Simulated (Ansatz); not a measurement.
Cost and result for the atomization energy of `[CH3][Al]1[CH2][SiH2]1` (11 atoms, 11 bonds).

Cartesian coordinates in Å:
```
C -1.166 2.044 0.139
Al -0.106 0.431 -0.100
C 0.141 -1.369 0.609
Si 1.381 -1.197 -0.856
H -2.212 1.844 -0.113
H -1.143 2.359 1.187
H -0.816 2.873 -0.479
H 0.676 -1.288 1.566
H -0.533 -2.223 0.656
H 2.820 -1.464 -0.576
H 0.961 -2.011 -2.032
```

Total charge 0; spin multiplicity 1. All single points use the PBE0-D4/def2-TZVP geometry. Program: Ansatz. All runs use 2 threads of an Arm Neoverse V1 on a shared host. Times are those of one run each, without the atoms' runs, and a repeat can differ threefold. Electronic energies, without spin–orbit coupling; frozen cores. CCSD(T)/CBS adds CCSD(T) − MP2 in def2-TZVPP to the MP2 limit, and its time is that of the two runs behind it. T1 = 0.012. B3LYP takes the VWN-RPA correlation (the form of Gaussian; ORCA's B3LYP/G).

CCSD(T)/CBS is a level of theory with its own doubt, some kJ/mol a heavy atom from the limit and from the frozen cores, so smaller differences don't rank the functionals.

```
                             level  functions  wall time
            LDA (SPW92)/def2-TZVPP        244      2.2 s
                BLYP-D4/def2-TZVPP        244      3.8 s
   PBE-D4/def2-TZVPP (with forces)        244      4.3 s
                  CCSD(T)/def2-SVP         99      4.5 s
                PBE0-D4/def2-TZVPP        244      4.8 s
           CAM-B3LYP-D4/def2-TZVPP        244        6 s
r2SCAN-D4/def2-TZVPP (with forces)        244        8 s
 B3LYP-D4/def2-TZVPP (with forces)        244      8.5 s
             r2SCANh-D4/def2-TZVPP        244      8.6 s
  ωB97M-V/def2-TZVPP (with forces)        244       20 s
                    MP2/def2-QZVPP        464       35 s
                CCSD(T)/def2-TZVPP        244    8.8 min
                 CCSD(T)/CBS(def2)          –    9.4 min
```

(1) What atomization energy does each give, and how far from CCSD(T)/CBS? (Estimate.)

Answers

(1) The calculation gave: 
```
                             level  atomization (kcal/mol)  difference from CCSD(T)/CBS  per bond
            LDA (SPW92)/def2-TZVPP                   987.0                        108.5       9.9
                BLYP-D4/def2-TZVPP                   868.6                         -9.9      -0.9
   PBE-D4/def2-TZVPP (with forces)                   886.4                          7.9       0.7
                  CCSD(T)/def2-SVP                   830.2                        -48.3      -4.4
                PBE0-D4/def2-TZVPP                   879.3                          0.8       0.1
           CAM-B3LYP-D4/def2-TZVPP                   878.8                          0.3       0.0
r2SCAN-D4/def2-TZVPP (with forces)                   883.7                          5.2       0.5
 B3LYP-D4/def2-TZVPP (with forces)                   876.3                         -2.2      -0.2
             r2SCANh-D4/def2-TZVPP                   880.3                          1.8       0.2
  ωB97M-V/def2-TZVPP (with forces)                   880.4                          1.9       0.2
                    MP2/def2-QZVPP                   873.9                         -4.6      -0.4
                CCSD(T)/def2-TZVPP                   857.4                        -21.1      -1.9
                 CCSD(T)/CBS(def2)                   878.5                          0.0       0.0
```

At CCSD(T), def2-SVP lies −48.3 kcal/mol from the extrapolated value and def2-TZVPP −21.1 kcal/mol: correlation converges slowly with the basis, and small sets miss more of it in the bonded molecule than in its fragments. From BLYP to BHLYP (50 % exact exchange), in def2-TZVPP and without D4, the atomization energy moves by −4.0 kcal/mol: exact exchange takes away binding that semilocal exchange gives to molecules. Leaving LDA and LC-ωPBE aside and taking each functional with its dispersion term where it has one, the values, not all of them listed here, spread over 26.2 kcal/mol, from BHLYP-D4 to B97M-V. LDA lies +105.3 kcal/mol from PBE without D4, its usual overbinding.
